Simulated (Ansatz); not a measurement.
The cluster Li₂Sn⁻. Charge -1, multiplicity 4. Geometry r2SCAN-D4/def2-TZVPD.

```xyz
3

Li    0.923    0.515    1.209
Li   -0.603    1.080   -1.024
Sn   -0.320   -1.594   -0.184
```

In the def2 sets Sn takes a core potential; there is no spin–orbit coupling. LC-ωPBE has ω = 0.4 bohr⁻¹. At HF/def2-TZVPD the charge -1 quartet is spin-contaminated (final ⟨S²⟩ up to 4.41, 3.75 for a pure state). At PBE-D4/def2-TZVPD, PBE0-D4/def2-TZVPD the highest occupied level of the charge -1 quartet lies above zero (up to 0.76 eV). It is a level of α spin, whose loss leaves a triplet; that state wasn't run at this geometry and level. The electron is either unbound and held by the finite basis, or the level is raised by self-interaction error. At PBE0-D4/def2-TZVPD a doublet of charge -1 lies 0.20 eV below the quartet, each at its own geometry. That doublet is doubtful there (⟨S²⟩ 1.31, where a pure state has 0.75). The structure comes from a short search, and lower isomers may exist.

Question: Estimate the α-spin orbital energies around the gap (eV) in Ansatz with HF/def2-TZVPD, PBE-D4/def2-TZVPD, PBE0-D4/def2-TZVPD, CAM-B3LYP-D4/def2-TZVPD, LC-ωPBE/def2-TZVPD.

Answer: 
| orbital | HF/def2-TZVPD | PBE-D4/def2-TZVPD | PBE0-D4/def2-TZVPD | CAM-B3LYP-D4/def2-TZVPD | LC-ωPBE/def2-TZVPD |
| --- | --- | --- | --- | --- | --- |
| HOMO−9 | -31.12 | -20.31 | -22.94 | -24.08 | -25.10 |
| HOMO−8 | -31.12 | -20.31 | -22.93 | -24.07 | -25.10 |
| HOMO−7 | -31.11 | -20.19 | -22.82 | -23.96 | -24.97 |
| HOMO−6 | -31.10 | -20.15 | -22.78 | -23.92 | -24.94 |
| HOMO−5 | -31.10 | -20.12 | -22.75 | -23.89 | -24.90 |
| HOMO−4 | -12.63 | -6.19 | -7.56 | -9.00 | -10.66 |
| HOMO−3 | -4.48 | -0.42 | -1.16 | -2.03 | -3.16 |
| HOMO−2 | -3.85 | -0.32 | -1.02 | -1.76 | -2.95 |
| HOMO−1 | -3.43 | 0.09 | -0.59 | -1.33 | -2.48 |
| HOMO | -0.91 | 0.76 | 0.32 | -0.23 | -1.05 |
| LUMO | 3.30 | 1.24 | 1.59 | 2.24 | 2.60 |
| LUMO+1 | 3.77 | 1.87 | 2.29 | 3.00 | 3.39 |
| LUMO+2 | 3.81 | 2.15 | 2.53 | 3.21 | 3.54 |
| LUMO+3 | 4.06 | 2.48 | 2.85 | 3.45 | 3.85 |
| LUMO+4 | 4.17 | 2.49 | 2.85 | 3.47 | 3.88 |
| LUMO+5 | 4.32 | 2.67 | 3.02 | 3.61 | 3.98 |
| β HOMO | -1.63 | 0.12 | -0.41 | -1.20 | -2.07 |
| β LUMO | 3.10 | 0.82 | 1.51 | 2.06 | 2.79 |
